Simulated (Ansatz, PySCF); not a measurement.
Species: vinylidene fluoride, C2H2F2, charge 0, multiplicity 1. 
Coordinates optimised at B3LYP-D3(BJ)/def2-TZVP (Ansatz, a program for electronic structure):
SMILES: C=C(F)F
```xyz
6

C      1.3666    -0.1842    -0.0960
C      0.0659    -0.0089    -0.0046
F     -0.8303    -0.9779     0.0790
F     -0.5461     1.1633     0.0177
H      2.0191     0.6710    -0.1597
H      1.7731    -1.1820    -0.1067
```

Dipole moments at this geometry, in debye (magnitudes).

```json
[
 {"level": "SVWN5/def2-TZVPD", "program": "PySCF", "dipole (D)": "1.23"},
 {"level": "revPBE/def2-TZVPD", "program": "Ansatz", "dipole (D)": "1.12"},
 {"level": "B97M-V/def2-TZVPD", "program": "Ansatz", "dipole (D)": "1.18"},
 {"level": "BHLYP/def2-TZVPD", "program": "Ansatz", "dipole (D)": "1.47"},
 {"level": "TPSSh/def2-TZVPD", "program": "PySCF", "dipole (D)": "1.26"},
 {"level": "HSE06/def2-TZVPD", "program": "Ansatz", "dipole (D)": "1.29"},
 {"level": "LC-wPBE/def2-TZVPD", "program": "Ansatz", "dipole (D)": "?"},
 {"level": "wB97M-V/def2-TZVPD", "program": "Ansatz", "dipole (D)": "1.30"},
 {"level": "CCSD(T)/aug-cc-pVDZ", "program": "Ansatz", "dipole (D)": "?"}
]
```

Complete the blanks.


- LC-wPBE/def2-TZVPD, dipole (D): 1.36
- CCSD(T)/aug-cc-pVDZ, dipole (D): 1.39

Measured: 1.38 D (NIST CCCBDB, as tabulated in the package chemicals), a vibrational average. This is an older compilation, not checked against later work.
